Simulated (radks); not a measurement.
The numbers below are computed, except where a source is named.
Ionisation of Sc+, [Ar] 3d1 4s1, to Sc2+, [Ar] 3d1, under several functionals. Non-relativistic Kohn-Sham, spin-unpolarised, spherical densities, point nucleus; a radial shooting solver on a logarithmic mesh with Libxc functionals.

functional,E(Sc+) (hartree),Exc (hartree),IE (eV),-e(HOMO) (eV),<r> HOMO (bohr),IE error (eV)
PBEsol,-759.23217,-37.57621,12.577,9.662,3.380,-0.223
Wu-Cohen GGA,-759.79043,-38.15176,12.511,9.636,3.377,-0.288
TASK exchange with Perdew-Wang LDA correlation,-759.96356,-38.34032,11.046,9.289,3.638,-1.754
exchange-only r2SCAN,-759.47923,-37.83911,11.530,8.677,1.718,-1.270
revTPSS,-760.11650,-38.47565,12.295,9.491,3.428,-0.505
"LDA (Slater exchange, Perdew-Wang correlation)",-758.41404,-36.73654,12.878,9.893,3.351,+0.078
TPSS,-760.37520,-38.74883,12.358,9.455,3.421,-0.442
r2SCAN,-760.29569,-38.67253,12.233,9.606,3.455,-0.566
PBE,-760.13280,-38.50026,12.694,9.670,3.386,-0.105

NIST Atomic Spectra Database: 12.800 eV (measured). Closest: LDA (Slater exchange, Perdew-Wang correlation). The Delta-SCF values span 1.83 eV, the total energies 1.96 hartree. The highest occupied level is 4s. Spin polarisation and multiplet splitting are left out, so open shells lie too high by an amount that depends on their filling.

Beside tabulated values, note that spin-unpolarised runs miss the spin-polarisation part of the exchange energy of open shells.
